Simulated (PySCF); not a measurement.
**ITiN, singlet: computed properties**

Level of theory: PySCF, PBE0, basis Ti def2-TZVP, N def2-TZVP, I def2-TZVP with ECP28 (scalar-relativistic core potentials, no spin–orbit coupling, density fitting).

The structure is a minimum.

Z-matrix (Å, degrees; charge 0 multiplicity 1):
```
Ti
N  1 1.5414
I  1 2.6421 2 121.34
```

```
Point group                                                                   : Cs
Bond lengths                                                                  : Ti–I 2.642 Å, Ti–N 1.541 Å
Bond angles                                                                   : I–Ti–N 121.3°
Lowest empty level                                                            : -2.70 eV
Principal quadrupole moments (Buckingham, traceless) about the centre of mass : -21.63, 3.60, 18.03 D Å
Enthalpy at 298.15 K above 0 K                                                : 12.93 kJ/mol
Zero-point energy                                                             : 9.4 kJ/mol
Dipole moment                                                                 : 5.47 D
Principal polarisabilities                                                    : 46.7, 52.6, 95.6 bohr³
Heat capacity Cp at 298.15 K                                                  : 49.5 J/(mol K)
Rotational symmetry number                                                    : 1
Entropy at 298.15 K and 1 bar                                                 : 302.0 J/(mol K)
Highest occupied level                                                        : -6.95 eV
Atomisation energy without zero-point energy                                  : 822 kJ/mol
Rotational constants                                                          : 1.067, 0.0488, 0.04666 cm⁻¹
```

Harmonic modes (masses in u: Ti 47.948, N 14.003, I 126.904):
```tsv
symmetry	ω (cm⁻¹)	IR (km/mol)	μ (u)
a'	135	15.6	18.16
a'	269	66.5	47.24
a'	1175	249	16.65
```

Charges (e):
```json
{"atom": "Ti1", "Mulliken": "0.89", "Löwdin": "0.21", "polar tensor": "1.51", "Mayer order to Ti1": "–"}
{"atom": "N2", "Mulliken": "-0.47", "Löwdin": "-0.23", "polar tensor": "-0.93", "Mayer order to Ti1": "3.03"}
{"atom": "I3", "Mulliken": "-0.42", "Löwdin": "0.02", "polar tensor": "-0.58", "Mayer order to Ti1": "0.96"}
```

Mulliken populations on Ti1: s 6.14, p 12.26, d 2.68, f 0.03.

Outer orbital energies (eV). occupied: -18.57, -18.25, -8.63, -8.24, -7.95, -7.86, -7.44, -6.95; empty: -2.70, -2.44, -2.36, -0.73.

Formally Ti is in oxidation state +4, d0. The polar-tensor charge on Ti, 1.51, is far below the formal one.

Other isomers or separated fragments may lie lower.

The final relaxation and frequency run took about 4 core-minutes on a shared host.
